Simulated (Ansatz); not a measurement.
Saddle point of BSiH6OF, closed shell (SiH₄O ([OH][SiH3]) + BH₂F ([BH2][F]) → BSiH₅O ([BH2][O][SiH3]) + HF; bonds formed: F2–H5; dative contacts that become bonds: B1–O6; bonds broken: B1–F2, H5–O6), PBE0-D4/def2-TZVP structure:

```xyz
10
angstrom
B -1.3611 0.1594 -0.0622
F -1.6417 -1.4522 -0.0772
H -2.1531 0.6453 0.6875
H -1.2862 0.5262 -1.2015
H -0.6457 -1.2906 0.3651
O -0.0397 -0.1805 0.5741
Si 1.4631 0.2994 0.0337
H 2.4587 -0.3993 0.8780
H 1.6354 -0.0753 -1.3917
H 1.5703 1.7676 0.1941
```

Energies are electronic, without zero-point energy. Barriers and step energies count from the start structure reached by relaxing down the imaginary mode; all methods use the PBE0-D4 structures, on which another method's saddle can fall below an end. Program: Ansatz 0.2.0. Basis: def2-TZVPP, with def2-QZVPP for the basis limit. Cores are frozen in the correlated methods. B3LYP uses VWN-RPA correlation. Extrapolation: Hartree–Fock as exp(−7.88 √X), correlation as X^−2.97.

```
      method  barrier (kJ/mol)  step energy (kJ/mol)
       SPW92              61.0                  38.5
      PBE-D4                 ?                  16.4
     BLYP-D4              78.6                   4.0
   r2SCAN-D4                 ?                  20.9
      B97M-V              94.3                  19.0
     PBE0-D4              82.9                  17.5
    B3LYP-D4              85.8                   7.0
  r2SCAN0-D4              87.4                  20.6
    BHLYP-D4              98.0                   9.1
CAM-B3LYP-D4              85.2                  12.1
     wB97X-V              86.5                  15.8
     wB97M-V              86.5                  17.2
      B2PLYP              85.5                   7.2
    PBE-QIDH              86.7                  16.9
  RPA on PBE              82.3                   9.9
          HF             120.2                  -4.9
         MP2                 ?                  10.8
        CCSD              93.0                  10.3
     CCSD(T)              86.9                  11.9
```

(1) Fill in the withheld barriers. (Judge from chemistry; the value comes from the calculation.)

No T1 diagnostic of these runs exceeds 0.012.

Results:

(1) The calculation gives: PBE-D4 72.7; MP2 82.0; r2SCAN-D4 80.5 kJ/mol. Each is the energy of the saddle less that of the start structure, by the same method.

For comparison, the barrier by CCSD(T) at an estimated basis limit (MP2 extrapolated from triple and quadruple zeta, plus CCSD(T) − MP2 in triple zeta) is 88.5 kJ/mol.

The step is the kind of ligand exchange by which a precursor binds to a hydroxyl group, or is hydrolysed, in atomic layer deposition of oxides.

Labels in which every atom is bracketed show which atoms are joined, not bond orders.

For scale, one of the runs: CCSD(T)/def2-TZVPP, 219 basis functions (an equivalent command: `ansatz run in.yaml --threads 4`). Hardware: 4 CPU threads, shared host. Wall time 50 s; peak host memory 3.4 GiB.
